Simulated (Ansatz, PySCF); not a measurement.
The pair A = HF (SMILES F) (first 2 atoms), B = HCl (SMILES Cl); geometry from B3LYP-D3(BJ)/def2-TZVP.
(charge 0, multiplicity 1):
```xyz
4

F     -0.01249    -0.08389    -0.13914
H      0.15444     0.13382     0.75091
Cl    -0.02567     0.48085     3.00738
H     -1.24033     0.06343     2.98855
```

Correlated levels freeze the cores. CBS: X⁻³ extrapolation of the correlation energy, Hartree–Fock from the larger set.

Programs: Ansatz (an electronic-structure program) with Gaussian orbitals; PySCF for the dispersion terms. Values without a source in brackets are computed.

The monomers are drawn apart, rigid, along the line of their centres of mass. Counterpoise-corrected interaction energies (kcal/mol):

```csv
level,R = 4.065 Å,R = 4.981 Å
PBE/def2-TZVPPD,-1.4601,-0.5224
PBE-D3(BJ)/def2-TZVPPD,-1.6807,-0.6019
wB97M-V/def2-TZVPPD,-1.4220,-0.5448
"CCSD(T)/CBS(aug-cc-pV(T+d)Z, aug-cc-pV(Q+d)Z)",-1.4319,-0.5383
```

R is the distance of the centres of mass. Find the local exponent m of E ∝ R⁻ᵐ between the two points.


m = ln(E₁/E₂)/ln(R₂/R₁): PBE/def2-TZVPPD 5.1; PBE-D3(BJ)/def2-TZVPPD 5.1; wB97M-V/def2-TZVPPD 4.7; CCSD(T)/CBS(aug-cc-pV(T+d)Z, aug-cc-pV(Q+d)Z) 4.8. For scale, two fixed dipoles give m = 3, dipole and quadrupole 4, quadrupoles 5, and dispersion or dipole-induced dipole 6 at long range; at these distances several terms mix, and what is left of overlap and damping shifts m, so it need not match one of them.
